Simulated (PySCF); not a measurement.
Species: C5H15NSi2.
Atom-mapped SMILES: `[CH3:1][SiH2:2]/[CH:3]=[CH:4]\[SiH2:5][N:6]([CH3:7])[CH3:8]` (hydrogens: H9, H10, H11 on C1; H12, H13 on Si2; H14 on C3; H15 on C4; H16, H17 on Si5; H18, H19, H20 on C7; H21, H22, H23 on C8)

The same species was optimised twice, with GFN2-xTB and with PBE0-D3(BJ)/def2-SVP (PySCF), and the same property calculations (PySCF, gas phase) were run on both structures.

```json
{"coordinate": "C1–Si2 (Å)", "GFN2-xTB": "1.902", "PBE0-D3(BJ)/def2-SVP": "1.879", "change": "-0.023"}
{"coordinate": "Si5–N6 (Å)", "GFN2-xTB": "1.724", "PBE0-D3(BJ)/def2-SVP": "1.745", "change": "+0.021"}
{"coordinate": "C3=C4 (Å)", "GFN2-xTB": "1.331", "PBE0-D3(BJ)/def2-SVP": "1.347", "change": "+0.016"}
{"coordinate": "C4–Si5 (Å)", "GFN2-xTB": "1.883", "PBE0-D3(BJ)/def2-SVP": "1.878", "change": "-0.005"}
{"coordinate": "N6–C7 (Å)", "GFN2-xTB": "1.440", "PBE0-D3(BJ)/def2-SVP": "1.441", "change": "+0.001"}
{"coordinate": "N6–C8 (Å)", "GFN2-xTB": "1.441", "PBE0-D3(BJ)/def2-SVP": "1.442", "change": "+0.001"}
{"coordinate": "Si2–C3 (Å)", "GFN2-xTB": "1.885", "PBE0-D3(BJ)/def2-SVP": "1.885", "change": "0.000"}
{"coordinate": "C3–C4–Si5 (°)", "GFN2-xTB": "127.2", "PBE0-D3(BJ)/def2-SVP": "123.4", "change": "-3.8"}
{"coordinate": "C1–Si2–C3 (°)", "GFN2-xTB": "109.7", "PBE0-D3(BJ)/def2-SVP": "113.0", "change": "+3.3"}
{"coordinate": "Si5–N6–C8 (°)", "GFN2-xTB": "120.8", "PBE0-D3(BJ)/def2-SVP": "118.4", "change": "-2.4"}
{"coordinate": "C7–N6–C8 (°)", "GFN2-xTB": "112.2", "PBE0-D3(BJ)/def2-SVP": "114.1", "change": "+1.9"}
{"coordinate": "C4–Si5–N6 (°)", "GFN2-xTB": "107.1", "PBE0-D3(BJ)/def2-SVP": "108.5", "change": "+1.4"}
{"coordinate": "Si5–N6–C7 (°)", "GFN2-xTB": "121.4", "PBE0-D3(BJ)/def2-SVP": "122.1", "change": "+0.7"}
{"coordinate": "Si2–C3–C4 (°)", "GFN2-xTB": "127.5", "PBE0-D3(BJ)/def2-SVP": "126.9", "change": "-0.6"}
{"coordinate": "C1–Si2–C3–C4 (°)", "GFN2-xTB": "-92", "PBE0-D3(BJ)/def2-SVP": "-99", "change": "-7"}
{"coordinate": "C3–C4–Si5–N6 (°)", "GFN2-xTB": "65", "PBE0-D3(BJ)/def2-SVP": "48", "change": "-17"}
{"coordinate": "C4–Si5–N6–C7 (°)", "GFN2-xTB": "-162", "PBE0-D3(BJ)/def2-SVP": "-144", "change": "+18"}
```

Rotational constants: A = 1757, B = 946.5, C = 767.6 MHz (GFN2-xTB) against A = 1635, B = 1089, C = 828.1 MHz (PBE0-D3(BJ)/def2-SVP). Point groups within 0.08 Å: C1 and C1. Atoms that the bonding makes alike are paired by their places after alignment.

On the GFN2-xTB structure: HOMO (eV) -6.34 [PBE0/pcSseg-1]; LUMO (eV) -0.94 [PBE0/pcSseg-1]; dipole (D) 1.24 [PBE0/pcSseg-1]; GIAO shielding of C1 (ppm) 192.3 [PBE0/pcSseg-1]; GIAO shielding of Si2 (ppm) 404.6 [PBE0/pcSseg-1]; GIAO shielding of C3 (ppm) 25.1 [PBE0/pcSseg-1]; GIAO shielding of C4 (ppm) 30.9 [PBE0/pcSseg-1]; GIAO shielding of Si5 (ppm) 391.0 [PBE0/pcSseg-1]; GIAO shielding of N6 (ppm) 248.7 [PBE0/pcSseg-1]; GIAO shielding of C7/C8 (mean) (ppm) 145.8 [PBE0/pcSseg-1].

**Question.** What do these properties become on the PBE0-D3(BJ)/def2-SVP structure?

**Answer.** 
| property | level | on GFN2-xTB | on PBE0-D3(BJ)/def2-SVP | change |
| --- | --- | --- | --- | --- |
| HOMO (eV) | PBE0/pcSseg-1 | -6.34 | -6.38 | -0.04 |
| LUMO (eV) | PBE0/pcSseg-1 | -0.94 | -1.00 | -0.06 |
| dipole (D) | PBE0/pcSseg-1 | 1.24 | 1.32 | +0.08 |
| energy, GFN2-xTB geometry as zero (kcal/mol) | PBE0/pcSseg-1 | 0.0 | -1.8 | -1.8 |
| GIAO shielding of C1 (ppm) | PBE0/pcSseg-1 | 192.3 | 191.0 | -1.3 |
| GIAO shielding of Si2 (ppm) | PBE0/pcSseg-1 | 404.6 | 400.5 | -4.1 |
| GIAO shielding of C3 (ppm) | PBE0/pcSseg-1 | 25.1 | 20.7 | -4.4 |
| GIAO shielding of C4 (ppm) | PBE0/pcSseg-1 | 30.9 | 27.1 | -3.8 |
| GIAO shielding of Si5 (ppm) | PBE0/pcSseg-1 | 391.0 | 385.3 | -5.7 |
| GIAO shielding of N6 (ppm) | PBE0/pcSseg-1 | 248.7 | 246.7 | -2.0 |
| GIAO shielding of C7/C8 (mean) (ppm) | PBE0/pcSseg-1 | 145.8 | 144.7 | -1.1 |

The heavy atoms differ by 0.218 Å rms after alignment (one structure mirrored). Among bonds between heavy atoms C1–Si2 changes most (-0.023 Å). Changes are differences of the printed values. Neither structure is proved a minimum here.

Shape of the structure used: `[CH3:1][SiH2:2]/[CH:3]=[CH:4]\[SiH2:5][N:6]([CH3:7])[CH3:8]`: C1–Si2–C3–C4 -99°, C3–C4–Si5–N6 48°, C4–Si5–N6–C7 -144°.
